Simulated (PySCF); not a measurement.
Isomers of C3H9ClSSi2. Computed with TDDFT wB97X-D/def2-SVPD, vertical, gas phase, core orbitals frozen in the response (PySCF 2.14.0, density-fitted response routines). Geometries: GFN2-xTB; one conformer of each isolated species. Triplets are in the Tamm–Dancoff approximation.

A. `CS[SiH2]/C(Cl)=C/[SiH3]`
B. `C=CC[SiH2]S[SiH2]Cl`
C. `CS[Si@@H](Cl)/C=C\[SiH3]`
D. `C[C@@H]1C[Si@H](Cl)S[SiH2]1`

Lowest singlet levels (six at most, fewer where fewer were computed) with oscillator strengths:

1. 6.02 eV (f 0.012); 6.52 eV (f 0.001); 6.83 eV (f 0.016); 7.15 eV (f 0.025); 7.23 eV (f 0.009); 7.55 eV (f 0.001); T1 5.64 eV
2. 5.95 eV (f 0.006); 6.36 eV (f 0.010); 6.58 eV (f 0.102); 6.85 eV (f 0.008); 7.00 eV (f 0.021); 7.26 eV (f 0.044); T1 4.45 eV
3. 5.32 eV (f 0.007); 5.92 eV (f 0.205); 5.97 eV (f 0.003); 6.08 eV (f 0.007); 6.40 eV (f 0.020); 6.69 eV (f 0.006); T1 3.87 eV
4. 5.37 eV (f 0.038); 5.78 eV (f 0.004); 5.99 eV (f 0.038); 6.56 eV (f 0.384); 6.67 eV (f 0.036); 6.81 eV (f 0.068); T1 4.13 eV

**Question.** Match each spectrum to its molecule.

**Answer.** 1 = D, 2 = B, 3 = A, 4 = C.
- A: S1 at 5.32 eV, HOMO→LUMO (90%); Löwdin shares by element: HOMO sulfur 70%, carbon 10% or more, silicon 8% or more; LUMO carbon 57% or more, silicon 20% (atoms not listed hold the other 24%); HOMO -8.92 and LUMO 0.38 eV.
- B: S1 at 5.95 eV, HOMO→LUMO (67%), HOMO-1→LUMO (18%); Löwdin shares by element: HOMO carbon 39%, sulfur 35% (atoms not listed hold the other 26%); LUMO silicon 36%, sulfur 20%, chlorine 15% (atoms not listed hold the other 29%); HOMO -8.94 and LUMO 1.34 eV.
- C: S1 at 5.37 eV, HOMO→LUMO (74%), HOMO→LUMO+1 (14%); Löwdin shares by element: HOMO sulfur 71%, carbon 10% or more, silicon 7% or more; LUMO carbon 58% or more, silicon 19% (atoms not listed hold the other 23%); HOMO -8.85 and LUMO 0.40 eV.
- D: S1 at 6.02 eV, HOMO→LUMO (90%); Löwdin shares by element: HOMO sulfur 68%, silicon 17% (atoms not listed hold the other 15%); LUMO silicon 35%, sulfur 18%, chlorine 8% (atoms not listed hold the other 39%); HOMO -9.11 and LUMO 1.35 eV.
A and C have S1 within 0.06 eV of each other; their strongest listed levels stand at 5.92 eV (f 0.205) and 6.56 eV (f 0.384).
B and D have S1 within 0.07 eV of each other; their strongest listed levels stand at 6.58 eV (f 0.102) and 7.15 eV (f 0.025).
